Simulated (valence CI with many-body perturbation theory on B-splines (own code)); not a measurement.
Nb⁺: calculation against measured levels

Calculated by relativistic CI+MBPT: four valence electrons over a frozen Dirac-Fock core [Kr], radial functions for each j: 7 s, 7 p, 8 d, 6 f, 4 g, 1 h, with the one-electron correlation potential Σ1 (screened to all orders), the two-electron term Σ2, the three-electron term Σ3, Breit, model QED; selected single and double excitations, second order for the rest, scaled by the run's own slope (own B-spline code, finite nucleus).

Against 31 measured levels this calculation errs by 479 cm⁻¹ on average and by 826 at most. These come from a selection out of the NIST Handbook of Basic Atomic Spectroscopic Data. Levels without a partner in it may be off by more, other configurations by 1,000 to 4,000 cm⁻¹. Among the levels kept, up to 550 cm⁻¹ of a level comes from second order outside the variational space, and about a tenth of that is noise between levels of different J, which matters for small intervals. 2 measured levels below the end of the list, from 14626 cm⁻¹ on, found no clear computed partner, and computed levels of the same name lie up to 394 cm⁻¹ from them.

Measured levels: NIST Handbook of Basic Atomic Spectroscopic Data (Sansonetti and Martin, J. Phys. Chem. Ref. Data 34, 1559 (2005)). Pairs share parity and J, and are chosen by configuration, term and nearness in energy; levels without a clear partner are left out. Energies in cm⁻¹ above the measured ground level.

Names give the largest LS component (configuration and term), which can be under half, so a name can repeat, a term be missing and a line seem to break the LS rules; names also repeat where a configuration has a term twice. Letters in brackets count levels of one name in rising energy.

```
  Computed label  Label in the source  Measured  Computed  Difference
        4d4 5D_0               4d4 5D         0       0.0           0
        4d4 5D_1               4d4 5D     159.0     153.8          -5
        4d4 5D_2               4d4 5D     438.4     426.8         -12
        4d4 5D_3               4d4 5D     801.3     785.0         -16
        4d4 5D_4               4d4 5D    1224.8    1207.6         -17
     4d3 5s 5F_1        4d3(4F) 5s 5F    2356.8    2226.5        -130
     4d3 5s 5F_2        4d3(4F) 5s 5F    2629.1    2498.3        -131
     4d3 5s 5F_3        4d3(4F) 5s 5F    3029.6    2894.0        -136
     4d3 5s 5F_4        4d3(4F) 5s 5F    3542.6    3402.8        -140
     4d3 5s 5F_5        4d3(4F) 5s 5F    4146.0    4001.2        -145
    4d4 3P_0 [a]               4d4 3P    5562.2    5845.0        +283
    4d4 3P_1 [a]               4d4 3P    6192.3    6462.6        +270
    4d4 3F_2 [a]               4d4 3P    7261.3    7463.8        +202
 4d3 5s 3P_0 [a]        4d3(2P) 5s 3P   14678.3   15064.1        +386
    4d3 5p 5G°_2       4d3(4F) 5p 5G°   33351.1   32677.8        -673
    4d3 5p 5G°_3       4d3(4F) 5p 5G°   33919.2   33231.7        -688
    4d3 5p 5G°_4       4d3(4F) 5p 5G°   34632.0   33930.1        -702
    4d3 5p 5G°_5       4d3(4F) 5p 5G°   35474.2   34756.0        -718
    4d3 5p 5G°_6       4d3(4F) 5p 5G°   36455.5   35712.7        -743
    4d3 5p 5F°_1       4d3(4F) 5p 5F°   36731.8   36028.3        -703
    4d3 5p 5F°_2       4d3(4F) 5p 5F°   36962.8   36258.3        -704
4d3 5p 5D°_0 [a]       4d3(4F) 5p 5D°   37298.2   36523.2        -775
    4d3 5p 5F°_3       4d3(4F) 5p 5F°   37376.9   36656.2        -721
4d3 5p 5D°_1 [a]       4d3(4F) 5p 5D°   37480.1   36711.4        -769
    4d3 5p 5F°_4       4d3(4F) 5p 5F°   37528.4   36838.1        -690
4d3 5p 5D°_2 [a]       4d3(4F) 5p 5D°   37797.3   37031.7        -766
    4d3 5p 5F°_5       4d3(4F) 5p 5F°   38024.3   37339.0        -685
4d3 5p 5D°_3 [a]       4d3(4F) 5p 5D°   38216.4   37454.2        -762
4d3 5p 5D°_4 [a]       4d3(4F) 5p 5D°   38291.3   37537.1        -754
 4d2 5s 5p 5F°_5    4d2(3F) 5s 5p(3P)   51537.0   50710.6        -826
 4d2 5s 5p 5D°_3    4d2(3F) 5s 5p(3P)   52714.9   52080.1        -635
 4d2 5s 5p 5D°_4    4d2(3F) 5s 5p(3P)   53407.3   52740.1        -667
```

Over 31 excited levels the mean absolute difference is 479 cm⁻¹, the median 673 and the largest 826. The comparison draws on a selection of the measured levels: 32 of the 196 computed ones have a partner in it, and others may be off by more.

These 2 measured levels below the end of the computed list are not counted above. Beside each stands the unpaired computed level of its name, or else the nearest of its J and parity; the gap is either an error of the method or a doubtful assignment.

```json
{"Label in the source": "4d3(2P) 5s 3P", "J": "1", "Measured": "14626", "Unpaired level": "4d3 5s 3P_1", "Computed": "15013"}
{"Label in the source": "4d3(2P) 5s 3P", "J": "2", "Measured": "14661", "Unpaired level": "4d3 5s 3P_2 [a]", "Computed": "15055"}
```

Rates against NIST Handbook of Basic Atomic Spectroscopic Data (Sansonetti and Martin, J. Phys. Chem. Ref. Data 34, 1559 (2005)):

```
λ vac, measured (nm)             Upper     Lower  A computed (s⁻¹)  A tabulated (s⁻¹)
              269.79  4d3 5p 5D°_4 [a]  4d4 5D_4          1.39e+08           1.00e+08
              271.74      4d3 5p 5F°_5  4d4 5D_4          5.20e+07           4.30e+07
              272.28      4d3 5p 5F°_4  4d4 5D_3          5.70e+07           4.30e+07
```
